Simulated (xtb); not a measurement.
Cl$_{2}$Sn, charge +1, doublet, from a rough starting geometry (GFN-xTB shapes and energies of metal compounds can be far from the true ones) (a state made from the parent by changing its charge; the spin is typed, not shown lowest); GFN2-xTB in xtb.

xtb was given this input:
```
$ xtb mol.xyz --gfn 2 --chrg 1 --uhf 1 --opt vtight --json

# file mol.xyz
3

Sn     0.03998757    -0.00820704     1.01836177
Cl     1.11077409     1.37229697    -0.49776338
Cl    -1.11747852    -1.38321431    -0.52320661
```

Problem. Predict the main parts of the log of this xtb run.

Solution. 
```
   ID    Z sym.   atoms
    1   50 Sn     1
    2   17 Cl     2, 3

           -------------------------------------------------
          |                Calculation Setup                |
           -------------------------------------------------

           -------------------------------------------------
          |                 G F N 2 - x T B                 |
           -------------------------------------------------

          ...................................................
          :                      SETUP                      :
          :.................................................:
          :  # basis functions                  30          :
          :  # atomic orbitals                  27          :
          :  # shells                            9          :
          :  # electrons                        17          :
          :  max. iterations                   250          :
          :  Hamiltonian                  GFN2-xTB          :
          :  restarted?                      false          :
          :  GBSA solvation                  false          :
          :  PC potential                    false          :
          :  electronic temp.          300.0000000     K    :
          :  accuracy                    1.0000000          :
          :  -> integral cutoff          0.2500000E+02      :
          :  -> integral neglect         0.1000000E-07      :
          :  -> SCF convergence          0.1000000E-05 Eh   :
          :  -> wf. convergence          0.1000000E-03 e    :
          :  Broyden damping             0.4000000          :
          :  net charge                          1          :
          :  unpaired electrons                  1          :
          ...................................................

 iter      E             dE          RMSdq      gap      omega  full diag
   1      7.2236416  0.722364E+01  0.574E+01    2.61       0.0  T
   2     -4.5069567 -0.117306E+02  0.525E+01    0.01       1.0  T
   3     -7.7143649 -0.320741E+01  0.299E+01    2.38       1.0  T
   4    -10.0868370 -0.237247E+01  0.143E+01    8.64       1.0  T
   5    -10.0956033 -0.876631E-02  0.140E+01    8.71       1.0  T
   6    -10.3724935 -0.276890E+00  0.108E+01    8.08       1.0  T
   7    -10.8179323 -0.445439E+00  0.155E+01    4.89       1.0  T
   8    -10.8178048  0.127456E-03  0.159E+01    4.88       1.0  T
   9    -10.8042059  0.135990E-01  0.294E+00    5.63       1.0  T
  10    -10.8068884 -0.268253E-02  0.266E+00    5.51       1.0  T
  11    -10.7865976  0.202908E-01  0.835E+00    5.67       1.0  T
  12    -10.8054696 -0.188720E-01  0.519E+00    5.45       1.0  T
  13    -10.8239018 -0.184322E-01  0.177E+00    5.06       1.0  T
  14    -10.8223904  0.151140E-02  0.313E+00    5.08       1.0  T
  15    -10.8253672 -0.297681E-02  0.152E+00    4.98       1.0  T
  16    -10.8257921 -0.424880E-03  0.864E-01    4.86       1.0  T
  17    -10.8258175 -0.254743E-04  0.925E-01    4.87       1.0  T
  18    -10.8260189 -0.201393E-03  0.242E-01    4.94       1.0  T
  19    -10.8260705 -0.516148E-04  0.109E-01    4.91       1.0  T
  20    -10.8260693  0.127664E-05  0.953E-02    4.92       1.0  T
  21    -10.8260683  0.951360E-06  0.838E-02    4.93       1.0  T
  22    -10.8260716 -0.331206E-05  0.588E-02    4.92       1.0  T
  23    -10.8260744 -0.278014E-05  0.113E-02    4.92       5.1  T
  24    -10.8260744 -0.655445E-09  0.420E-03    4.92      13.7  T
  25    -10.8260744 -0.100322E-07  0.808E-03    4.92       7.1  T
  26    -10.8260744 -0.964939E-08  0.267E-03    4.92      21.6  T
  27    -10.8260744  0.254822E-08  0.224E-03    4.92      25.7  T
  28    -10.8260744 -0.392225E-08  0.158E-03    4.92      36.5  T
  29    -10.8260744 -0.336944E-08  0.689E-04    4.92      83.7  T
  30    -10.8260744 -0.123789E-09  0.807E-04    4.92      71.6  T

   *** convergence criteria satisfied after 30 iterations ***

         :::::::::::::::::::::::::::::::::::::::::::::::::::::
[...]
         :: total energy             -10.823605698612 Eh    ::
 * total energy  :   -10.8236057 Eh     change        0.1022151E-09 Eh
 * total energy  :   -10.8277404 Eh     change       -0.4134733E-02 Eh
 * total energy  :   -10.8288489 Eh     change       -0.1108443E-02 Eh
 * total energy  :   -10.8289384 Eh     change       -0.8949032E-04 Eh
 * total energy  :   -10.8289417 Eh     change       -0.3331769E-05 Eh
 * total energy  :   -10.8289419 Eh     change       -0.1702910E-06 Eh
 * total energy  :   -10.8289421 Eh     change       -0.2607342E-06 Eh
 * total energy  :   -10.8289422 Eh     change       -0.4827530E-07 Eh
   *** GEOMETRY OPTIMIZATION CONVERGED AFTER 8 ITERATIONS ***
         :: total energy             -10.828942176661 Eh    ::
[...]

           -------------------------------------------------
          |                Property Printout                |
           -------------------------------------------------

    * Orbital Energies and Occupations

         #    Occupation            Energy/Eh            Energy/eV
      -------------------------------------------------------------
         1        2.0000           -1.2487088             -33.9791
         2        2.0000           -1.2419392             -33.7949
         3        2.0000           -1.0926305             -29.7320
         4        2.0000           -0.6840776             -18.6147
         5        2.0000           -0.6648708             -18.0921
         6        2.0000           -0.6600494             -17.9609
         7        2.0000           -0.6570007             -17.8779
         8        2.0000           -0.6491178             -17.6634
         9        1.0000           -0.6283917             -17.0994 (HOMO)
        10                         -0.4566695             -12.4266 (LUMO)
        11                         -0.4201872             -11.4339
        12                         -0.3738907             -10.1741
        13                         -0.3665661              -9.9748
        14                         -0.3516846              -9.5698
        15                         -0.3380195              -9.1980
        16                         -0.1979287              -5.3859
        17                         -0.1946852              -5.2977
        18                         -0.1941846              -5.2840
        19                         -0.1934864              -5.2650
        20                         -0.1924905              -5.2379
       ...                                ...                  ...
        27                          0.1866208               5.0782
      -------------------------------------------------------------
                  HL-Gap            0.1717222 Eh            4.6728 eV
             Fermi-level           -0.5906426 Eh          -16.0722 eV

     #   Z          covCN         q      C6AA      α(0)
     1  50 Sn       1.606     0.636   429.445    44.594
     2  17 Cl       0.803     0.182    93.798    14.816
     3  17 Cl       0.803     0.182    93.798    14.816

 Mol. C6AA /au·bohr⁶  :       1574.545046
 Mol. C8AA /au·bohr⁸  :     125269.197408
 Mol. α(0) /au        :         74.225436

Wiberg/Mayer (AO) data.
largest (>0.10) Wiberg bond orders for each atom

 ---------------------------------------------------------------------------
     #   Z sym  total        # sym  WBO       # sym  WBO       # sym  WBO
 ---------------------------------------------------------------------------
     1  50 Sn   2.444 --     2 Cl   1.222     3 Cl   1.222
     2  17 Cl   1.563 --     1 Sn   1.222     3 Cl   0.341
     3  17 Cl   1.563 --     1 Sn   1.222     2 Cl   0.341
 ---------------------------------------------------------------------------

Topologies differ in total number of bonds
Writing topology from bond orders to xtbtopo.mol

molecular dipole:
                 x           y           z       tot (Debye)
 q only:        0.032      -0.022       0.629
   full:        0.043      -0.032       1.278       3.252
molecular quadrupole (traceless):
                xx          xy          yy          xz          yz          zz
 q only:       -0.162       4.234       1.652       0.065      -0.033      -1.489
  q+dip:       -1.353       6.526       1.443       0.166      -0.109      -0.090
   full:       -1.148       1.284      -0.598       0.110      -0.082       1.746

optimized geometry written to: xtbopt.xyz

           -------------------------------------------------
          | TOTAL ENERGY              -10.828942176661 Eh   |
          | GRADIENT NORM               0.000018512521 Eh/α |
          | HOMO-LUMO GAP               4.672800195274 eV   |
           -------------------------------------------------

normal termination of xtb
```
